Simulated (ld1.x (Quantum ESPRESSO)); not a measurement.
# What the settings do to the TM potential of rhenium (Re)

Base potential:

rhenium (Re), norm-conserving Troullier–Martins (Kleinman–Bylander form), made with ld1.x (Quantum ESPRESSO) 7.5 (LDA (PZ), scalar-relativistic). Core [Kr] 4d10 4f14 5s2, reference 5p6 5d5 6s2 6p0. Waves: 6s (bound): rc 2.55 bohr; 5d (bound): rc 2.60 bohr; 5p (bound): rc 1.95 bohr. Local part: the p channel. Core correction: Bessel-smoothed model core inside 1.15 bohr.

All-electron outer shells of the reference configuration (LDA (PZ), scalar-relativistic, ld1.x):

| shell | level (eV) | outermost node (bohr) | outermost maximum (bohr) |
| --- | --- | --- | --- |
| 5s | -85.51 | 0.52 | 0.93 |
| 5p | -47.21 | 0.56 | 1.06 |
| 4f | -42.60 | – | 0.41 |
| 6s | -6.16 | 1.24 | 2.54 |
| 5d | -5.57 | 0.62 | 1.43 |
| 6p | -1.44 | 1.48 | 3.61 |

Cutoffs, loose and tight: the cutoffs (Ry, on a coarse ladder) from which the occupation-weighted sum of valence levels, in a spherical-Bessel basis at the reference potential, stays within 10 and 1 mRy of its value at 400 Ry. They do not see the model core or the augmentation charge, which bear on the density cutoff. Test errors are all-electron minus pseudo excitation energies from the reference, over the configurations 5p6 5d5 6s1 6p0; 5p6 5d5 6s0 6p0; 5p6 5d4 6s0 6p0; 5p6 5d6 6s1 6p0; 5p6 5d3 6s0 6p0; 5p6 5d5 6s0 6p1; 5p6 5d5.5 6s1.5 6p0 (two spin-polarised tests are not counted in the largest error). A dash means not determined; rows that change the core or the reference have their own tests.

A true bound ghost makes a file unfit for plane-wave use even where its test errors are small: the radial tests pick states by their node count and pass the ghost by.

```tsv
change	outcome	cutoff, loose	cutoff, tight	bound ghosts	largest test error (meV)
base	generated	30 Ry	45 Ry	s	+292
core correction none	generated	30 Ry	45 Ry	s	+296
core correction Bessel-smoothed model core inside 0.78 bohr	generated	30 Ry	45 Ry	s	+291
core correction Bessel-smoothed model core inside 1.00 bohr	generated	30 Ry	45 Ry	s	+291
core correction Bessel-smoothed model core inside 1.14 bohr	generated	30 Ry	45 Ry	s	+292
core correction Bessel-smoothed model core inside 1.36 bohr	generated	30 Ry	45 Ry	s	+292
core correction Bessel-smoothed model core inside 1.58 bohr	generated	30 Ry	45 Ry	s	+292
core correction Bessel-smoothed model core inside 1.74 bohr	generated	30 Ry	45 Ry	s	+292
core correction Bessel-smoothed model core inside 2.00 bohr	generated	30 Ry	45 Ry	s	+293
core correction Bessel-smoothed model core inside 2.14 bohr	generated	30 Ry	45 Ry	s	+293
core correction Bessel-smoothed model core inside 2.32 bohr	generated	30 Ry	45 Ry	s	+294
```
